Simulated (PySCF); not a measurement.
C8H8S.
Numbering: `[SH:1][C@H:2]1[CH2:3][c:4]2[cH:5][cH:6][cH:7][cH:8][c:9]21`

Geometry (GFN2-xTB, Å), atoms numbered from 1 in this order:
```xyz
17
C8H8S angstrom
S     -2.6116   -0.9756   -1.3710
C     -1.7612    0.1969   -0.2472
C     -1.5052   -0.3841    1.1706
C     -0.0362   -0.2213    0.8760
C      1.2300   -0.3836    1.3779
C      2.2690   -0.0241    0.5181
C      2.0350    0.4645   -0.7580
C      0.7448    0.6317   -1.2618
C     -0.2679    0.2813   -0.4050
H     -2.2503   -0.3548   -2.4914
H     -2.3020    1.1433   -0.2771
H     -1.8351   -1.4150    1.2885
H     -1.8944    0.2176    1.9901
H      1.4310   -0.7669    2.3667
H      3.2902   -0.1331    0.8544
H      2.8785    0.7233   -1.3815
H      0.5785    1.0120   -2.2591
```

Probes without a nucleus sit at each ring's centroid and 1 Å off its mean plane on both sides; NICS is minus the shielding there, NICSzz its component along the normal. Level: GIAO PBE0/pcSseg-1 (PySCF, non-relativistic, gas phase) on the GFN2-xTB geometry, one conformer.

Rings: 1. C2–C3–C4–C9; 2. C4–C5–C6–C7–C8–C9.

| set | NICS(0) | NICS(1), two faces | NICS(1)zz, two faces |
| --- | --- | --- | --- |
| P | -9.0 | -11.2 / -11.2 | -27.6 / -28.1 |
| Q | 3.3 | -0.9 / -1.7 | 4.8 / 1.9 |

Q: Which set (ppm) belongs to which ring?

A: P = 2, Q = 1.
- 1 (4-membered carbocycle; formal bonds 1 aromatic, 3 single): mean NICS(1)zz 3.3 ppm, deshielded. C2, C3 have four or more neighbours, so the value isn't read as a sign of a π ring current.
- 2 (6-membered carbocycle; formal bonds all aromatic): mean NICS(1)zz -27.8 ppm, shielded. The ring is flat and has no four-coordinate atom; by the NICS criterion it is aromatic, though in fused rings the probe also feels the neighbouring ring.

Q: How do the rings differ in shape?

A: 
| ring | bond lengths (Å) | rms pucker (Å) | HOMA | nearest outside atom to a NICS(1) probe (Å) |
| --- | --- | --- | --- | --- |
| 1 | 1.553, 1.507, 1.395, 1.504 | 0.01 | – | hydrogen 1.69 |
| 2 | 1.372, 1.396, 1.386, 1.395, 1.372, 1.395 | 0.00 | 0.97 | hydrogen 2.64 |

HOMA = 1 − mean of α(R − Ropt)² over the ring bonds, with Krygowski's 1993 parameters (CC: Ropt 1.388 Å, α 257.7 Å⁻²). A dash marks a ring with a four-coordinate atom, a triple bond, no multiple bond or a kind of bond without parameters.
